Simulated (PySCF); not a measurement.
Two-component Hartree-Fock for Hg⁺ (mercury, charge +1)

Start: [Xe] 4f14 5d10 6d1; 6d5/2 filled at m_j = +5/2. Calculated with PySCF 2.14 in x2c-SVPall-2c with one added diffuse shell each of s, p, d type (8s11p10d2f, 105 functions): generalised Hartree-Fock with the X2C-1e Hamiltonian and a Gaussian nucleus; spin-orbit coupling (SO) screened by Boettger's factors. This is a chosen level, not necessarily the ground level.

| spinor shell | electrons | ε, screened SO (eV) | weight of nominal j (screened SO) | rms radius, screened SO (bohr) |
| --- | --- | --- | --- | --- |
| 1s1/2 | 2 | -83546.6 | 1.000 | 0.0187 |
| 2s1/2 | 2 | -14968.6 | 1.000 | 0.0756 |
| 2p1/2 | 2 | -14339.0 | 1.000 | 0.0639 |
| 2p3/2 | 4 | -12385.5 | 1.000 | 0.0720 |
| 3s1/2 | 2 | -3632.0 | 1.000 | 0.193 |
| 3p1/2 | 2 | -3349.4 | 1.000 | 0.184 |
| 3p3/2 | 4 | -2910.0 | 1.000 | 0.201 |
| 3d3/2 | 4 | -2446.1 | 1.000 | 0.177 |
| 3d5/2 | 6 | -2353.6 | 1.000 | 0.180 |
| 4s1/2 | 2 | -846.96 | 1.000 | 0.424 |
| 4p1/2 | 2 | -724.45 | 1.000 | 0.429 |
| 4d3/2 | 4 | -416.37 | 1.000 | 0.476 |
| 4d5/2 | 6 | -396.25 | 1.000 | 0.486 |
| 5s1/2 | 2 | -152.69 | 1.000 | 0.971 |
| 4f5/2 | 6 | -135.54 | 1.000 | 0.526 |
| 4f7/2 | 8 | -131.40 | 1.000 | 0.528 |
| 5p1/2 | 2 | -109.69 | 1.000 | 1.09 |
| 5p3/2 | 4 | -91.576 | 1.000 | 1.13 |
| 5d3/2 | 4 | -31.775 | 1.000 | 1.51 |
| 5d5/2 | 6 | -29.596 | 1.000 | 1.57 |
| 6d5/2 | 1 | -5.430 | 1.000 | 6.56 |

Question: Where does 4p3/2 lie, and what is the 4p spin-orbit splitting (screened SO)?

Answer: At -617.13 eV, 107.32 eV above 4p1/2.

```
   quantity   screened SO
E (hartree)  -19637.66322
        M_J           5/2
       ⟨J²⟩         8.751
       ⟨L²⟩         6.150
       ⟨S²⟩         0.899
```

Breit and QED terms are absent; they matter most for the inner s and p1/2 levels.

Densities and radii are taken from the X2C orbitals without a picture-change correction, which distorts them close to the nucleus.
